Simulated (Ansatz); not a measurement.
Geometry optimisation, Ansatz 0.2.0, RKS PBE-D4/def2-SVP.

Input file:

```yaml
crystal:
  periodic: [false, false, false]
  atoms:
    - { symbol: Ge, position_ang: [0.226604, 0.0, -0.001216] }
    - { symbol: Cl, position_ang: [0.373761, 0.0, 2.20361] }
    - { symbol: H, position_ang: [1.692593, 0.0, -0.504152] }
    - { symbol: H, position_ang: [-0.520974, 1.281974, -0.433104] }
    - { symbol: H, position_ang: [-0.520974, -1.281974, -0.433104] }
    - { symbol: H, position_ang: [-2.401256, 0.0, 0.834154] }
    - { symbol: H, position_ang: [-2.100855, 0.0, 1.491812] }
basis:
  gaussian: { orbitals: def2-SVP }
hamiltonian:
  xc: pbe
  dispersion: d4
relax:
  f_tol: 0.03
  max_steps: 50
```

Run as:

```bash
$ ansatz run input.yaml --threads 1 --pin off --max-ram 2048MiB --backend cpu --events-out ev --progress --plain --runs-dir out
```

Q: Where does it end, and by what steps?

A: It converged. The force dipped under the threshold on the way, but the program's further checks kept it going. After 11 steps the energy has fallen by 0.143 eV; H6 moved furthest, 0.80 Å.

```
step  energy less start (eV)  largest force component (eV/Å)  accepted
   0                  0.0000                           1.612       yes
   1                 -0.1047                           0.118       yes
   2                 -0.1313                           0.117       yes
   3                 -0.1175                           0.688        no
   4                 -0.1360                           0.144       yes
   5                 -0.1395                           0.017       yes
   6                 -0.1409                           0.059       yes
   7                 -0.1417                           0.075       yes
   8                 -0.1424                           0.065       yes
   9                 -0.1422                           0.062        no
  10                 -0.1427                           0.023       yes
  11                 -0.1428                           0.015       yes
```

```xyz
7
Properties=species:S:1:pos:R:3
Ge 0.460 0.000 -0.099
Cl 0.424 0.000 2.085
H 1.947 0.000 -0.527
H -0.266 1.280 -0.576
H -0.266 -1.280 -0.576
H -3.104 0.000 1.226
H -2.445 0.000 1.625
```

Whether the end is a true minimum wasn't checked by a vibrational analysis.

Run time: 14 s on 1 thread of Intel(R) Xeon(R) Platinum 8488C (Sapphire Rapids) (shared host), peak memory 0.15 GiB.
